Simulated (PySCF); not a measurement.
GeH⁻: one state, many levels of theory

State: ³Σ⁻ (triplet), unpaired electrons π ↑↑. Set-up: PySCF, scalar-relativistic core potentials, basis sets Ge aug-cc-pVDZ-PP with ECP10, H aug-cc-pVDZ. De refers to Ge⁻ + H in their high-spin ground configurations, without counterpoise correction. The functionals are run spin-unrestricted. A positive dipole points towards H; it is taken about the centre of mass and depends on that origin.

```csv
Level,Re (Å),ωe (cm⁻¹),De (eV),μ (D)
UHF,1.622,1751,n/a,-0.50
UHF-MP2,1.623,1736,2.44,n/a
UHF-SCS-MP2,1.630,1707,2.57,n/a
UHF-CCSD,1.634,1675,2.60,n/a
UHF-CCSD(T),1.637,1663,2.63,n/a
LDA,1.642,1661,3.14,-0.81
PBE,1.656,1617,2.73,-0.86
PBEsol,1.650,1640,2.85,-0.82
r²SCAN,1.630,1698,2.78,-0.70
PBE0,1.637,1689,2.70,-0.72
M06,1.647,1639,n/a,-0.88
LC-ωPBE,1.621,1756,2.69,-0.58
```

(1) Which functional lies closest to UHF-CCSD(T) in De, which farthest, and by how much do they differ from it?

(2) What does a quarter of exact exchange do here, going from PBE to PBE0?

(3) What does the gradient correction do here, going from LDA to PBE?

Correlated steps freeze 4 core orbitals. Correlated levels converge slowly with the basis: in double zeta they bind strong bonds too weakly, by up to about 1 eV, and carry superposition errors of some tenths. Spin–orbit coupling is left out. For an ion De counts to the pair picked by the measured ionisation energies or electron affinities, which need not be the lowest pair at this level. The highest Kohn–Sham level is positive in this anion. Much of that is self-interaction error, but it also means that the finite basis helps to hold the extra electron. The state is the lowest determinant that a PBE0 search found; another state may lie lower at other levels.

Results:

(1) Closest is LC-ωPBE (-1.6 pm in Re, +5.6 % in ωe, +0.06 eV in De against UHF-CCSD(T) in the same basis), farthest LDA (+0.5 pm in Re, -0.1 % in ωe, +0.51 eV in De). CCSD(T) converges more slowly with the basis than the functionals do and binds too weakly in this one, so the order can change at the basis-set limit.

(2) PBE0 less PBE: -1.9 pm in Re, +4.5 % in ωe, -0.03 eV in De. Exact exchange removes part of the self-interaction that spreads semilocal densities, and in most molecules shortens and stiffens the bond and lowers De; so it does here.

(3) PBE less LDA: +1.4 pm in Re, -2.6 % in ωe, -0.41 eV in De. The gradient correction favours the more uneven density of free atoms, so it tends to lengthen bonds and takes away much of the overbinding of LDA; so it does here.
